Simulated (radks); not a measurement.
Species: Lu4+. Configuration: [Xe] 4f13. Method: Dirac Kohn-Sham, PBE, spin-unpolarised, spherical densities, finite nucleus; open shells fill j = l - 1/2 first; Fermi nuclear charge, rms radius 5.37 fm; computed with a radial shooting solver on a logarithmic mesh with Libxc functionals. Some entries of the table are withheld. Estimate them.

orbital  occ.  eigenvalue (eV)  <r> (bohr)  r(max) (bohr)
1s1/2       2        -63192.01     0.01932        0.01213
2s1/2       2        -10791.34     0.08125        0.06950
2p1/2       2        -10303.62     0.06741        0.05193
2p3/2       4        -9186.203     0.07502        0.05845
3s1/2       2        -2484.026      0.2122         0.1960
3p1/2       2        -2267.922      0.2020         0.1839
3p3/2       4        -2029.606      0.2162         0.1973
3d3/2       4        -1662.237      0.1899         0.1552
3d5/2       6        -1610.213      0.1942         0.1589
4s1/2       2        -533.8700      0.4775         0.4465
4p1/2       2        -445.7731      0.4844            (1)
4p3/2       4        -391.3881      0.5168            (2)
4d3/2       4        -246.3674      0.5392            (3)
4d5/2       6        -236.4059      0.5505            (4)
5s1/2       2        -105.4643       1.144          1.033
5p1/2       2         -80.1076       1.260          1.114
5p3/2       4         -72.3992       1.352          1.194
4f5/2       6         -58.3316      0.6774         0.4629
4f7/2       7         -56.7210      0.6883         0.4680

Answer. 
(1) 4p1/2 r(max) (bohr): 0.4473
(2) 4p3/2 r(max) (bohr): 0.4759
(3) 4d3/2 r(max) (bohr): 0.4754
(4) 4d5/2 r(max) (bohr): 0.4845
